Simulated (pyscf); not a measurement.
H₂N–Al(NH₂)–NH₂, singlet

Gas-phase minimum from PySCF at ωB97X-D3(BJ)/def2-SVP, one conformer. 

```xyz
10

N      0.7658     0.0643     1.9566
Al    -0.4121    -0.3702     0.6950
N     -1.6695    -1.5840     1.0321
N     -0.3327     0.4091    -0.9033
H      1.6290     0.5723     1.8002
H      0.6757    -0.1572     2.9417
H     -2.4966    -1.7407     0.4674
H     -1.6683    -2.2242     1.8181
H     -0.8102     0.0841    -1.7363
H      0.1981     1.2450    -1.1202
```

Bonds (Å): N1–Al2 1.780, N1–H5 1.014, N1–H6 1.014, Al2–N3 1.780, Al2–N4 1.780, N3–H7 1.014, N3–H8 1.014, N4–H9 1.014, N4–H10 1.014. Angles (°): Al2–N1–H5 125.2, Al2–N1–H6 125.2, H5–N1–H6 109.6, N1–Al2–N3 120.0, N1–Al2–N4 120.0, N3–Al2–N4 120.0, Al2–N3–H7 125.2, Al2–N3–H8 125.2, H7–N3–H8 109.6, Al2–N4–H9 125.2, Al2–N4–H10 125.2, H9–N4–H10 109.6.

Properties at ωB97X-D3(BJ)/def2-SVP:

```json
{
 "harmonic_wavenumbers_unscaled": "181, 198, 198, 262, 301, 302, 336, 336, 377, 564, 676, 676, 677, 897, 897, 1536, 1536, 1547, 3633, 3633, 3634, 3718, 3718, 3719 cm⁻¹",
 "zero_point_energy": "48.0 kcal/mol",
 "rotational_symmetry_number": "6",
 "Entropy of this conformer at 298 K and 1 atm, rigid rotor and harmonic oscillator, modes under 100 cm⁻¹ raised to 100": "323.4 J/(mol K)",
 "dipole_moment": "0.00 D"
}
```

Single-point totals, which compare only within one level (frozen core for MP2 and CC):

| level | total energy (hartree) |
|---|---|
| ωB97X-D3(BJ)/def2-TZVP | -410.57774 |
| PBE/def2-TZVP | -410.15023 |
| r²SCAN/def2-TZVP | -410.37609 |
| B3LYP-D3(BJ)/def2-TZVP | -410.53548 |
| PBE0-D3(BJ)/def2-TZVP | -410.18962 |
| M06-2X/def2-TZVP | -410.40864 |
| ωB97M-D3(BJ)/def2-TZVP | -410.58168 |
| HF/def2-TZVPP | -408.96603 |
| MP2/def2-TZVPP | -409.69408 |
| CCSD/def2-TZVPP | -409.72061 |
| CCSD(T)/def2-TZVPP | -409.74836 |

Soft torsions are taken as harmonic, which can shift the entropy by several J/(mol K). The CCSD(T) − MP2 part came from Ansatz, without density fitting, on the same reference.
